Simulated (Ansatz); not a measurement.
CH6BNSi can be A, `NB1C[SiH2]1`, or B, `B[SiH2]N=C`.

Isolated molecules relaxed with PBE0-D4/def2-TZVP in Ansatz; ΔE leaves out vibrations. CBS: MP2 limit from def2 TZ/QZ plus the TZ coupled-cluster correction, frozen cores. Functionals use def2-TZVPP. B3LYP here is the variant with VWN-RPA as its local correlation; programs differ in this. Each species was taken in one conformer, which may not be the lowest.

Question: Which is lower in electronic energy at CCSD(T)/CBS, and by how much? (Estimate.)

Answer: The calculation gave: A, by 31.0 kcal/mol.

Question: Give E(B) − E(A) in kcal/mol with BLYP-D4, PBE0-D4, r2SCAN-D4, MP2/def2-TZVPP, CCSD(T)/def2-SVP, B3LYP, B3LYP-D4. (An estimate is asked.)

Answer: The calculation gave: BLYP-D4 28.3, PBE0-D4 37.1, r2SCAN-D4 35.7, MP2/def2-TZVPP 33.0, CCSD(T)/def2-SVP 32.0, B3LYP 29.5, B3LYP-D4 29.5. None reverses the order clearly.

Question: Does the order hold for the free energy at 298.15 K (harmonic terms from PBE0-D4)? (Estimate.)

Answer: Ansatz gave: Yes: G(B) − G(A) = +26.9 kcal/mol, for one conformer each.

Largest T1 diagnostic: 0.013.

Leaving LDA and LC-ωPBE aside and taking each functional with its dispersion term where it has one, the values, not all of them listed here, spread over 8.9 kcal/mol, from BHLYP-D4 to PBE-D4. LDA lies +9.9 kcal/mol from PBE without D4. At CCSD(T), def2-SVP lies +1.0 kcal/mol from the extrapolated value and def2-TZVPP −1.2 kcal/mol.
